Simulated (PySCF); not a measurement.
**Static response to an electric field**

C4H15BN2.
SMILES with atom numbers: `[BH3-:1][N+:2]([CH3:3])([CH3:4])[CH2:5][CH2:6][NH2:7]` (hydrogens: H8, H9, H10 on B1; H11, H12, H13 on C3; H14, H15, H16 on C4; H17, H18 on C5; H19, H20 on C6; H21, H22 on N7)

Geometry (PBE0-D3(BJ)/def2-SVP, Å), atoms numbered from 1 in this order:
```xyz
22
C4H15BN2 angstrom
B     -2.0140   -1.0207    0.5285
N     -0.7467   -0.0530    0.1409
C     -0.9016    0.3906   -1.2532
C     -0.7679    1.1215    1.0363
C      0.4899   -0.8601    0.3216
C      1.7712   -0.3587   -0.3237
N      2.1829    0.9546    0.1283
H     -2.0097   -1.9257   -0.3007
H     -3.0126   -0.3129    0.4589
H     -1.7942   -1.4214    1.6673
H     -0.1349    1.1346   -1.5158
H     -1.9012    0.8295   -1.3615
H     -0.8352   -0.4803   -1.9174
H     -1.7229    1.6422    0.8959
H     -0.7248    0.7664    2.0737
H      0.0807    1.7825    0.8157
H      0.6179   -0.9892    1.4066
H      0.2613   -1.8570   -0.0824
H      2.5210   -1.1596   -0.1488
H      1.6380   -0.3198   -1.4170
H      3.0098    1.2667   -0.3753
H      2.4353    0.9334    1.1153
```

Level: wB97X-D/def2-SVPD (PySCF), static field, nuclei fixed, core orbitals frozen in the response. The polarisability tensor in these axes (au):

```
x   91.86  1.74 -1.31
y    1.74 82.60  0.52
z   -1.31  0.52 80.59
```

Task: Diagonalise the tensor; give its mean and Δα, where Δα² is half the sum of the squared differences of the eigenvalues.

Result: Principal values 80.20, 82.55 and 92.29 au; mean 85.01 au = 12.60 Å³ = 14.02 × 10⁻⁴⁰ C²·m²/J; Δα = 11.11 au (13 % of the mean).

Task: What is the dipole moment, and where does it point?

Result: (5.46, 2.38, -1.07) D, 6.05 D in size, pointing from the negative to the positive side. Measured along this direction, the outermost atoms are H9 at the negative end and H21 at the positive end.

Task: In a dilute gas of rigid molecules at 298 K, how does the orientational term μ²/3kT compare with the electronic polarisability?

Result: In Gaussian units μ²/3kT = 296.72 Å³ against 12.60 Å³, a ratio of 23.55; the Debye molar polarisation (4π/3)N_A(α + μ²/3kT) is 780.3 cm³/mol, leaving out the vibrational part.

Task: What are the principal values of the traceless quadrupole moment, Θ = ½Σq(3rr − r²1), about the centre of nuclear charge?

Result: -14.69, 5.91, 8.78 D·Å. The values depend on the origin, since the dipole doesn't vanish. The electronic extent ⟨r²⟩ about the same centre is 911 bohr², a root-mean-square distance of 2.10 Å for the 58 electrons.

Task: Estimate the molar refractivity from the static electronic polarisability.

Result: Lorentz–Lorenz: R = (4π/3)N_A α = 2.5225 cm³/(mol·Å³) × 12.60 Å³ = 31.8 cm³/mol, in the limit of long wavelengths.

Isolated species at its PBE0-D3(BJ)/def2-SVP geometry (one conformer only).
